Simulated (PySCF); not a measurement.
Ionisation energies (eV) were calculated with PySCF 2.14 by MP2 (valence), PBE0, LDA, in another order, as differences of total energies without spin-orbit coupling. The measured values are between term centres (NIST).

```json
{"species": "V (x2c-TZVPPall with one added diffuse shell each of s, p, d, f type, spin-free X2C)", "measured": "6.732", "A": "6.557", "B": "6.485", "C": "6.356"}
{"species": "Zn+ (x2c-TZVPPall with one added diffuse shell each of s, p, d, f type, spin-free X2C)", "measured": "17.964", "A": "17.891", "B": "19.058", "C": "18.354"}
{"species": "Mo (x2c-TZVPPall with one added diffuse shell each of s, p, d, f type, spin-free X2C)", "measured": "7.092", "A": "6.805", "B": "7.716", "C": "7.194"}
{"species": "Cd+ (x2c-TZVPPall with one added diffuse shell each of s, p, d, f type, spin-free X2C)", "measured": "16.908", "A": "16.761", "B": "17.692", "C": "16.994"}
{"species": "Sb (x2c-TZVPPall with one added diffuse shell each of s, p, d, f type, spin-free X2C)", "measured": "9.124", "A": "9.002", "B": "9.150", "C": "9.054"}
{"species": "Ta (x2c-TZVPPall with one added diffuse shell each of s, p, d, f type, spin-free X2C)", "measured": "7.573", "A": "6.938", "B": "7.766", "C": "7.184"}
{"species": "Ir (x2c-TZVPPall with one added diffuse shell each of s, p, d, f type, spin-free X2C)", "measured": "8.926", "A": "8.651", "B": "9.436", "C": "8.725"}
{"species": "Hg (x2c-TZVPPall with one added diffuse shell each of s, p, d, f type, spin-free X2C)", "measured": "10.438", "A": "10.366", "B": "10.878", "C": "10.185"}
```

**Question.** Which column is which method?

**Answer.** A is MP2 (valence) (mean error -0.22 eV); B is LDA (mean error 0.43 eV); C is PBE0 (mean error -0.09 eV). Valence MP2 in a finite basis recovers only part of the missing correlation, so it stays below experiment on average. LDA overbinds the outer electron and comes out highest. PBE0, with a quarter of exact exchange, lies close to experiment on average.
